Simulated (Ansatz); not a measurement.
C2H3AlF2O, SMILES `F[CH]1O[CH2][Al]1[F]`, relaxed with RKS PBE0-D4/def2-TZVP in Ansatz from a PBE-D4/def2-SVP geometry. The force threshold is 0.005 eV/Å; the program also tests the step.

The species carries charge 0 and has multiplicity 1.

Start:

```xyz
9

F    -1.042    1.871   -0.145
C     0.030    1.165    0.406
O    -0.402   -0.035    1.013
C    -0.497   -1.129    0.045
Al    0.910   -0.084   -0.890
F     2.309   -0.325   -1.785
H     0.476    1.804    1.197
H    -0.275   -2.081    0.567
H    -1.510   -1.187   -0.408
```

(1) By how much does the energy fall, and how many steps does the optimiser take? (An estimate is asked.)

(2) Which bonds change most? (Best estimate.)

(3) Give the relaxed structure. (An estimate is asked.)

Results:

(1) The calculation gave: 0.06 eV, in 10 steps, 1 of them rejected.

(2) The calculation gave: Al5–F6 from 1.678 to 1.644 Å; C4–Al5 from 1.986 to 1.960 Å; C2–Al5 from 2.004 to 1.982 Å; C2–H7 from 1.110 to 1.090 Å.

(3) Computed: 
```xyz
9

F    -0.939    1.898   -0.198
C     0.051    1.141    0.431
O    -0.505   -0.012    0.992
C    -0.480   -1.128    0.060
Al    0.935   -0.106   -0.832
F     2.204   -0.278   -1.862
H     0.448    1.761    1.235
H    -0.268   -2.041    0.618
H    -1.444   -1.235   -0.444
```
